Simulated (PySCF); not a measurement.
Ionisation energy of Ge⁺ by level of theory

Ge⁺ [Ar] 3d10 4s2 4p1 [4p1/2^1, M_J = 1/2] → Ge²⁺ [Ar] 3d10 4s2, as a difference of total energies. Computed with PySCF 2.14 in x2c-TZVPPall-2c with one added diffuse shell each of s, p, d type (7s8p5d1f, 63 functions), with the two-component X2C-1e Hamiltonian. Correlated levels: [Ar] frozen; the 6 highest virtual spinors dropped. "Screened" scales the spin-orbit matrix elements by Boettger's factors to mimic the two-electron term; Breit and QED terms are absent.

Task: Order these methods by the ionisation energy they give, lowest first.
A. GCCSD(T) (screened spin-orbit)
B. GMP2 (screened spin-orbit)
C. GHF (screened spin-orbit)
D. GCCSD (screened spin-orbit)

Result: C (15.376 eV), B (15.740 eV), D (15.790 eV), A (15.816 eV).

Errors of the correlated levels include the incompleteness of this basis and the frozen core.

The coupled-cluster amplitudes are large for Ge⁺ (T1 above 0.03 or a double amplitude above 0.15), so a single reference is strained.

For comparison: 15.935 eV (measured; NIST Atomic Spectra Database, ionization energies).
